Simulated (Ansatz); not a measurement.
`[F][Ga]([F])[O][SiH3]` → 2 F• + Ga• + 3 H• + O• + Si•  (atomization)

Program: Ansatz. Geometries: PBE0-D4/def2-TZVP. ΔE: electronic, gas phase. CCSD(T)/CBS adds triple-zeta CCSD(T) − MP2 to the extrapolated MP2 energy (def2 sets, frozen cores). This one scheme is used for every species, atoms too. DFT in def2-TZVPP. HSE06 is defined as in plane-wave codes. No spin–orbit coupling; open shells (•) take unrestricted orbitals. Spin–orbit coupling would lower the free atoms: a little for F, O, Si; clearly for Ga. For Ga outer-core shells are correlated without core-valence functions, so the limit isn't a true one: a few kJ/mol of doubt a bond, and 10 to 20 or more in all where bonds break to atoms. Scalar relativity is left out up to krypton. One conformer a species, not always the lowest.

(1) What is ΔE at CCSD(T)/CBS? (Best estimate.)

(2) What do these levels give: PBE0-D4, r2SCAN, HSE06, CAM-B3LYP, LC-ωPBE, CCSD/def2-SVP? (Estimate.)

Largest T1 diagnostic among the species: 0.014.

Results:

(1) Computed: +2770.1 kJ/mol.

(2) Computed: PBE0-D4 2685.7, r2SCAN 2748.9, HSE06 2675.0, CAM-B3LYP 2737.9, LC-ωPBE 2742.7, CCSD/def2-SVP 2551.9 kJ/mol.

From r2SCAN to r2SCAN0 (25 % exact exchange), in def2-TZVPP and without D4, ΔE moves by −72.0 kJ/mol: exact exchange takes away binding that semilocal exchange gives to molecules. In def2-TZVPP, CCSD(T) changes the Hartree–Fock value by +711.7 kJ/mol (the triples alone add +43.1 kJ/mol) and MP2 by +809.2 kJ/mol; breaking electron pairs costs correlation energy, which Hartree–Fock lacks. Leaving LDA and LC-ωPBE aside and taking each functional with its dispersion term where it has one, the values, not all of them listed here, spread over 140.9 kJ/mol, from BHLYP-D4 to ωB97X-V. LDA lies +401.6 kJ/mol from PBE without D4, its usual overbinding.

For atomizations the MP2-based limit and the directly extrapolated one differ by several kJ/mol either way, and by 10 to 25 for some Ge, Se and Sn compounds, so smaller differences from it don't rank the levels.
